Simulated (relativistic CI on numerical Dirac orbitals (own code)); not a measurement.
# Re⁴⁺: 4d photoemission

Computed with this model: Dirac-Coulomb-Breit CI, KLI orbitals optimised for each configuration, QED by a radiative potential, valence Slater integrals scaled by 0.9, multiplet model of photoemission in the sudden approximation; configurations [Xe] 4f14 5d3 → [Kr] 4d9 4f14 5s2 5p6 5d3; 300 K; Lorentzian 3.5 eV and Gaussian 0.6 eV FWHM. Energies are those of the free ion, without screening or charge transfer. The energies are binding energies and can lie tens of eV above those of solids. S is read from ⟨S²⟩ = S(S + 1).

free ion: ground-state S = 1.42, centroid 325.81 eV. Peaks (eV, height): 320.0 (100), 334.0 (58).

Strongest unbroadened transitions for free ion:

```
Energy (eV)  Relative strength
     319.74               90.2
     319.92               68.0
     320.14               77.9
     320.22               43.1
     320.56               52.5
     320.73                5.8
     321.22                4.7
     325.58                3.6
     333.50               34.9
     333.67              100.0
     334.64                5.2
     334.74               38.2
     335.03                7.2
     335.29               14.1
     336.22                8.0
     337.05                5.8
     337.57                3.6
     338.35                2.9
```
